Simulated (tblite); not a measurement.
Compound: C₄H₁₃FGeSi₂.
Numbering: `[CH2:1]=[CH:2][Si@@H:3]([CH2:4][CH3:5])[Si@@H:6]([F:7])[GeH3:8]` (hydrogens: H9, H10 on C1; H11 on C2; H12 on Si3; H13, H14 on C4; H15, H16, H17 on C5; H18 on Si6; H19, H20, H21 on Ge8)

Computed with GFN2-xTB (tblite), gas phase: L-BFGS steps from a force-field or distance-geometry start until the largest atomic force falls under 0.01 eV/Å.

At the end of the run (lengths in Å): Si3–Si6 2.325, Si6–F7 1.625, Si3–C4 1.912, Ge8–H21 1.503, Ge8–H19 1.500, C2–Si3 1.889, Ge8–H20 1.502, C1–C2–Si3 124.6°, C2–Si3–Si6 112.4°, C4–Si3–Si6 109.8°, Si3–Si6–Ge8 117.0°, C1–C2–Si3–C4 -137°, C2–Si3–C4–C5 180°, C2–Si3–Si6–F7 63°, H13–C4–C5–H15 177°, H15–C5–C4–Si3 -61°.

Problem. These geometries were met on the way; a selection of coordinates is given. Order them by energy above the end point, lowest first.
A. Si3–Si6 2.291, Si6–F7 1.624, Si3–C4 1.920, Ge8–H21 1.494, Ge8–H19 1.494, C2–Si3 1.886, Ge8–H20 1.487, C1–C2–Si3 121.7°, C2–Si3–Si6 104.9°, C4–Si3–Si6 112.1°, Si3–Si6–Ge8 114.0°, C1–C2–Si3–C4 -89°, C2–Si3–C4–C5 -134°, C2–Si3–Si6–F7 54°, H13–C4–C5–H15 -125°, H15–C5–C4–Si3 -4°
B. Si3–Si6 2.325, Si6–F7 1.623, Si3–C4 1.920, Ge8–H21 1.502, Ge8–H19 1.497, C2–Si3 1.892, Ge8–H20 1.509, C1–C2–Si3 125.0°, C2–Si3–Si6 114.4°, C4–Si3–Si6 107.9°, Si3–Si6–Ge8 121.8°, C1–C2–Si3–C4 -97°, C2–Si3–C4–C5 -134°, C2–Si3–Si6–F7 51°, H13–C4–C5–H15 -145°, H15–C5–C4–Si3 -22°
C. Si3–Si6 2.290, Si6–F7 1.600, Si3–C4 1.902, Ge8–H21 1.514, Ge8–H19 1.499, C2–Si3 1.861, Ge8–H20 1.526, C1–C2–Si3 119.4°, C2–Si3–Si6 105.5°, C4–Si3–Si6 113.9°, Si3–Si6–Ge8 112.3°, C1–C2–Si3–C4 -91°, C2–Si3–C4–C5 -133°, C2–Si3–Si6–F7 54°, H13–C4–C5–H15 -119°, H15–C5–C4–Si3 -2°
D. Si3–Si6 2.330, Si6–F7 1.622, Si3–C4 1.913, Ge8–H21 1.502, Ge8–H19 1.502, C2–Si3 1.887, Ge8–H20 1.499, C1–C2–Si3 124.1°, C2–Si3–Si6 114.9°, C4–Si3–Si6 104.5°, Si3–Si6–Ge8 120.4°, C1–C2–Si3–C4 -99°, C2–Si3–C4–C5 -136°, C2–Si3–Si6–F7 54°, H13–C4–C5–H15 -174°, H15–C5–C4–Si3 -50°
E. Si3–Si6 2.200, Si6–F7 1.703, Si3–C4 1.857, Ge8–H21 1.549, Ge8–H19 1.545, C2–Si3 1.844, Ge8–H20 1.543, C1–C2–Si3 116.7°, C2–Si3–Si6 107.7°, C4–Si3–Si6 114.1°, Si3–Si6–Ge8 114.1°, C1–C2–Si3–C4 -93°, C2–Si3–C4–C5 -130°, C2–Si3–Si6–F7 53°, H13–C4–C5–H15 -118°, H15–C5–C4–Si3 -1°

Solution. D (0.121 eV), B (0.203 eV), A (0.332 eV), C (0.535 eV), E (0.928 eV).

```tsv
step	E above end (eV)	rms distance from the end, all atoms (Å)	largest force (eV/Å)	rms shift of all bonds from the end (Å)
61	0.121	0.652	0.211	0.003
48	0.203	0.771	0.254	0.004
8	0.332	0.882	0.471	0.014
3	0.535	0.888	0.777	0.017
0	0.928	0.896	2.383	0.044
```

Rows stand in the order of the answer.
